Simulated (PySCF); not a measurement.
NMR data sheet: C5H11BO3

- Formula: C5H11BO3
- SMILES: CO[C@H]1C[C@H](B(O)O)C1
- Point group of the computed structure: C1
- Carbon signals: 4
- Proton signals: 6

Numbering as in the mapped SMILES `[CH3:1][O:2][C@H:3]1[CH2:4][C@H:5]([B:6]([OH:7])[OH:8])[CH2:9]1` (H(Xn): hydrogen on atom n). Ha(C4), Ha(C9) are cis to O2 on the ring; Hb(C4), Hb(C9) are trans to O2 on the ring.

PySCF 2.14.0 with density-fitted response routines calculation with PBE0-D3(BJ)/def2-SVP geometry and GIAO KT2/pcSseg-1 shieldings; averaged over atoms made equivalent by symmetry, fast rotation or ring inversion, isolated molecule, single conformer, no relativistic terms.

Shifts are taken against calculated references (same method and geometry level): ¹H (31.18 ppm), ¹³C (183.22 ppm) against TMS; ¹¹B (99.90 ppm) against BF3·OEt2; ¹⁷O (330.66 ppm) against H2O.

```tsv
carbon	δC, type	δH (multiplicity)	HMBC from (2–3 bonds)	span of the C tensor (ppm)
C1	55.8, CH3	3.20 (s)	H(C3)	89
C3	77.7, CH	3.58 (m)	H(C1), Hb(C4)/Hb(C9), Ha(C4)/Ha(C9), H(C5)	76
C4/C9	36.0, CH2	Hb(C4) 2.30 (m); Ha(C4) 1.91 (m)	H(C3), Hb(C4)/Hb(C9), Ha(C4)/Ha(C9), H(C5)	37
C5	11.7, CH	1.23 (m)	H(C3), Hb(C4)/Hb(C9), Ha(C4)/Ha(C9)	18
```

Other nuclei:
```csv
atoms,nucleus,environment,δ (ppm),σ (ppm)
H(O7)/H(O8),¹H,hydrogen on an oxygen bonded to B,3.56,27.62
B6,¹¹B,"boron bonded to C, 2 O",28.9,71.0
O7/O8,¹⁷O,"oxygen bonded to B, H",124.9,205.7
O2,¹⁷O,ether oxygen,66.9,263.8
```

1. δC 77.7: sp3 CH bonded to O; the inductive effect lowers its shielding.
2. δC 55.8: methyl carbon bonded to O; deshielded by the electronegative neighbour.
3. δC 36.0: sp3 CH2 in a ring; a saturated carbon with 2 carbon neighbours and no heteroatom attached.
4. δH 3.58: hydrogen on an sp3 CH bonded to O; its carbon carries O, which withdraws density.
5. δH 3.56: hydrogen on an oxygen bonded to B; exchangeable; this is the value without hydrogen bonding to other molecules.

OH/NH shifts are gas-phase values; hydrogen bonding in solution moves them, usually downfield. A carbon bonded to boron is broadened by the quadrupolar boron nucleus and is often missing from a measured spectrum. Shifts are as computed. Against solution values, carbons near 30 ppm lie about +2 ppm off and those near 130 ppm about -5 ppm. Of 1309 compounds with measured shifts, 239 miss one by over three times the rms of a fit or turn the order of signals round; such compounds aren't used in these exercises. Experimental scales use liquid or dissolved standards, which lie at an offset from isolated H2O (liquid H2O: subtract about 36 ppm). Multiplicities follow the n + 1 count of equivalent neighbours, as no J values were calculated; m marks all less simple cases, F and P coupling included.
